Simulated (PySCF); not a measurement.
# Do core-level shifts follow atomic charges?

Species: C5H10OSi.
Cartesian coordinates in Å at the PBE0-D3(BJ)/def2-SVP level; atoms count from 1:
```xyz
17
C5H10OSi angstrom
C     -3.382   -0.570   -0.617
C     -2.282    0.322   -0.149
C     -0.973    0.022   -0.043
C     -0.351   -1.246   -0.368
C      0.965   -1.495   -0.242
O      1.840   -0.577    0.224
Si     3.513   -0.664    0.152
H     -3.030   -1.571   -0.904
H     -4.149   -0.695    0.166
H     -3.899   -0.134   -1.489
H     -2.586    1.335    0.140
H     -0.294    0.798    0.322
H     -0.964   -2.071   -0.736
H      1.381   -2.477   -0.500
H      3.996   -0.422   -1.240
H      4.016    0.390    1.068
H      3.963   -2.019    0.595
```

Binding energies: delta-SCF UKS SCAN, pcX-2 on the ionised atom, pcseg-1 elsewhere, spin-free X2C (PySCF 2.14.0). Charges: PBE0/pcSseg-1 ground-state density, for the ionised atom.

```
atom                    environment  C 1s (eV)  Mulliken (e)  IAO (e)  Hirshfeld (e)  ESP (e)
  C2               alkene CH carbon     289.55        -0.221   -0.144         -0.044   -0.046
  C4               alkene CH carbon     289.89        -0.242   -0.208         -0.087   -0.158
  C3               alkene CH carbon     289.91        -0.098   -0.160         -0.066   -0.239
  C1                 allylic carbon     290.49        -0.231   -0.417         -0.115   -0.271
  C5  vinylic carbon bearing oxygen     291.41        +0.200   +0.050         +0.023   -0.108
```

Problem. How well does each charge scheme correlate with the binding energies over these sites?

Solution. Mulliken: r = 0.82, slope 3.2 eV per e; Hirshfeld: r = 0.55, slope 7.7 eV per e; IAO: r = 0.38, slope 1.7 eV per e; ESP: r = -0.08, slope -0.6 eV per e. Mulliken charges have the highest r, on only 5 points.

Problem. The point-charge model writes a binding energy as kq + V + constant, with V the potential of the other atoms' charges at the site. What does it give with the Hirshfeld charges?

Solution. V = Σ 14.40 eV Å × q/r over all other atoms: -0.35 eV at C2, +0.28 eV at C4, -0.28 eV at C3, +1.25 eV at C1, -1.06 eV at C5. Fitting binding energy − V to q gives k = 23.1 eV per e and leaves an rms residual of 0.37 eV, against 0.55 eV for the fit on q alone. The model has no term for differences in relaxation between sites.

Geometry: PBE0-D3(BJ)/def2-SVP, one conformer, isolated molecule.
